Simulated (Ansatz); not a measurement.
Reaction (isomerisation): `[SiH3]OC[SiH2]S` → `OC([SiH3])([SiH3])S`

Calculated with Ansatz (gas phase, PBE0-D4/def2-TZVP geometries, no zero-point term in ΔE). CBS: MP2 limit from def2 TZ/QZ plus the TZ coupled-cluster correction, frozen cores. DFT in def2-TZVPP. B3LYP here is the variant with VWN-RPA as its local correlation; programs differ in this. One conformer a species, not always the lowest.

(1) Is it downhill or uphill in electronic energy at CCSD(T)/CBS, and by how much? (Estimate.)

(2) What do these levels give: PBE-D4, ωB97M-V, B2PLYP, PBE, B3LYP, HF/def2-TZVPP, MP2/def2-TZVPP, CCSD(T)/def2-TZVPP, SCS-MP2/def2-QZVPP, HF/CBS(def2), MP2/CBS(def2), CCSD/CBS(def2)? (An estimate is asked.)

Largest T1 diagnostic among the species: 0.013.

Results:

(1) Ansatz gave: Uphill: ΔE = +191.0 kJ/mol.

(2) The calculation gave: PBE-D4 172.7, ωB97M-V 190.4, B2PLYP 200.0, PBE 178.2, B3LYP 202.1, HF/def2-TZVPP 230.1, MP2/def2-TZVPP 193.5, CCSD(T)/def2-TZVPP 191.6, SCS-MP2/def2-QZVPP 198.7, HF/CBS(def2) 231.6, MP2/CBS(def2) 192.8, CCSD/CBS(def2) 198.3 kJ/mol.

In def2-TZVPP, CCSD(T) changes the Hartree–Fock value by −38.5 kJ/mol (the triples alone add −7.3 kJ/mol) and MP2 by −36.6 kJ/mol. From PBE to PBE0 (25 % exact exchange), in def2-TZVPP and without D4, ΔE moves by +10.4 kJ/mol. The D4 term adds −9.4 kJ/mol with B3LYP and −4.6 kJ/mol with PBE0; it sums over pairs of atoms, weighted by their polarisabilities, and B3LYP, whose exchange is more repulsive, gets the larger term.
